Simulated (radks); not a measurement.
Species: Xe14+. Configuration: [Kr] 4d4. Method: scalar-relativistic Kohn-Sham, PBE, spin-polarised, spherical densities, point nucleus; open shells are filled with parallel spins first (spin-orbit coupling, left out, can overturn this in heavy ions); computed with a radial shooting solver on a logarithmic mesh with Libxc functionals.

Radial electron density D(r) = 4 pi r^2 rho(r):

| r (bohr) | D(r) (e/bohr) | spin D(r) |
|---|---|---|
| 0.003079 | 13.24 | -0.000343 |
| 0.0035 | 16.01 | -0.000414 |
| 0.004009 | 19.45 | -0.000501 |
| 0.004557 | 23.19 | -0.000595 |
| 0.005221 | 27.71 | -0.000708 |
| 0.005981 | 32.77 | -0.000833 |
| 0.006798 | 37.97 | -0.000959 |
| 0.007788 | 43.82 | -0.00110 |
| 0.008923 | 49.81 | -0.00124 |
| 0.01014 | 55.33 | -0.00136 |
| 0.01162 | 60.73 | -0.00148 |
| 0.01321 | 65.02 | -0.00155 |
| 0.01513 | 68.37 | -0.00158 |
| 0.01733 | 70.16 | -0.00149 |
| 0.0197 | 70.29 | -0.00124 |
| 0.02257 | 68.88 | -0.000629 |
| 0.02565 | 66.53 | 0.000589 |
| 0.02939 | 63.74 | 0.00322 |
| 0.03367 | 61.76 | 0.00852 |
| 0.03827 | 61.68 | 0.0181 |
| 0.04384 | 64.30 | 0.0369 |
| 0.05023 | 69.85 | 0.0712 |
| 0.05709 | 76.95 | 0.126 |
| 0.06541 | 84.65 | 0.222 |
| 0.07434 | 89.82 | 0.361 |
| 0.08517 | 90.96 | 0.576 |
| 0.09758 | 86.79 | 0.871 |
| 0.1109 | 79.16 | 1.22 |
| 0.1271 | 70.28 | 1.62 |
| 0.1456 | 64.58 | 1.99 |
| 0.1654 | 64.46 | 2.21 |
| 0.1895 | 69.24 | 2.20 |
| 0.2154 | 74.68 | 1.87 |
| 0.2468 | 76.15 | 1.23 |
| 0.2828 | 69.61 | 0.486 |
| 0.3214 | 56.89 | 0.0124 |
| 0.3682 | 41.15 | 0.136 |
| 0.4185 | 29.55 | 1.06 |
| 0.4794 | 23.73 | 2.80 |
| 0.5493 | 23.33 | 4.83 |
| 0.6243 | 24.14 | 6.29 |
| 0.7153 | 22.65 | 6.74 |
| 0.8195 | 17.88 | 5.93 |
| 0.9314 | 11.95 | 4.39 |
| 1.067 | 6.348 | 2.62 |
| 1.213 | 2.860 | 1.32 |
| 1.389 | 0.9751 | 0.513 |
| 1.592 | 0.2567 | 0.154 |
| 1.809 | 0.05609 | 0.0377 |
| 2.073 | 0.008126 | 0.00609 |
| 2.375 | 0.0008165 | 0.000670 |

D(r) has 4 maxima, at r = 0.0186, 0.0818, 0.237, 0.629 bohr, and minima at 0.0362, 0.155, 0.515 bohr, inside which lie 1.98, 11.10, 29.16 electrons.
